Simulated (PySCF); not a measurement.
## Shapes and spin states of PrH₂⁺

Method: PBE0/[Pr def2-TZVP with ECP28, H def2-TZVP], scalar-relativistic core potentials, density fitting, no spin–orbit coupling, PySCF.

Relaxations began from a few typed shapes and spin states; open shells are unrestricted. The search is not exhaustive: other isomers or separated fragments can lie lower, and high-lying points may rest on an excited occupation.

Task: Which is the lowest minimum found?
A. singlet (closed shell, unstable to spin polarisation) C2v: Pr–H 1.940 Å (×2); H–Pr–H 114.6°
B. singlet (closed shell, unstable to spin polarisation) C2v: Pr–H 1.931 Å (×2); H–Pr–H 111.7°
C. broken-symmetry Ms = 1 (⟨S²⟩ 2.99) C2v: H–H 0.827 Å, Pr–H 2.284 Å (×2); H–H–Pr 79.6° (×2), H–Pr–H 20.9°
D. singlet (closed shell, unstable to spin polarisation) C2v: Pr–H 1.934 Å (×2); H–Pr–H 110.3°
E. triplet (⟨S²⟩ 2.37) D∞h: Pr–H 2.057 Å (×2); H–Pr–H 180.0°
F. triplet C2v: Pr–H 1.936 Å (×2); H–Pr–H 107.1°
G. singlet (closed shell, unstable to spin polarisation) D∞h: Pr–H 2.020 Å (×2); H–Pr–H 180.0°

Result: F. The others lie at 4.6 (broken-symmetry Ms = 1 C2v), 45.6 (triplet D∞h, a saddle point), 183.7 (singlet C2v), 188.9 (singlet C2v), 223.2 (singlet C2v), 247.9 (singlet D∞h, a saddle point) kJ/mol above it.

Formally Pr is in oxidation state +3, with 2 electrons left for the f, d and s shells; the Mulliken f population is 2.23 and the spin on Pr 2.08.

For the lowest minimum: with open d or f shells other occupations or spin states may lie lower. The pruned grid is coarse for the open f shell: energies are uncertain by about 2 kJ/mol and soft modes are noisy. With an element this heavy the missing spin–orbit coupling can shift these numbers.

The electron or spin density has lower symmetry than the nuclear frame for the broken-symmetry Ms = 1 (⟨S²⟩ 2.99) C2v at 4.6 kJ/mol, triplet (⟨S²⟩ 2.37) D∞h at 45.6 kJ/mol, singlet (closed shell, unstable to spin polarisation) C2v at 188.9 kJ/mol.
